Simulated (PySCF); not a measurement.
SMILES c1(F)cccc(C(F)(F)F)c1 (C₇H₄F₄) at its GFN2-xTB optimised geometry (Å):

```
15

F     -1.7888    -2.2672     0.0035
C     -1.1428    -1.0905     0.0000
C     -1.8786     0.0820    -0.0040
C     -1.2067     1.2918    -0.0081
C      0.1775     1.3256    -0.0081
C      0.8917     0.1346     0.0000
C      2.3952     0.1722    -0.0323
F      2.8990     1.2299     0.6209
F      2.9560    -0.9168     0.5105
F      2.8666     0.2511    -1.2920
C      0.2405    -1.0905     0.0000
H     -2.9560     0.0351    -0.0039
H     -1.7647     2.2147    -0.0118
H      0.7037     2.2672    -0.0086
H      0.7865    -2.0206     0.0060
```

Level of theory: CAM-B3LYP/def2-TZVP in PySCF.

Map of the electrostatic potential (hartree/e) on the plane z = 1.5 Å:

```
|2233333333333322222222111|
|2333333333333332222221111|
|3333333333333333222211111|
|3333333333333333222111111|
|3333334443333333221111111|
|3333344443333333221111111|
|3333344443333333211100001|
|3333344433333332211110000|
|3333333344333332213530000|
|3333333333333333336950000|
|3334433333333334456730000|
|3334433333333345677520000|
|3334444433333345677520000|
|3333333433333344555420000|
|3333333444433333334520000|
|2222223355444433222320000|
|2222222344444433211110000|
|2222111123333333211100001|
|2211100011223333221111111|
|2211100001122333221111111|
|2111100001122232222111111|
|1111110001112222222111111|
|1111111111112222222211111|
|1111111111112222222211111|
|1111111111112222222211111|
```
Scale: ten equal steps from -0.019 (start of '0') to 0.071 (end of '9'), in the order '0123456789'; x runs from -5.00 to 5.00, y from -5.00 (bottom) to 5.00 (top).
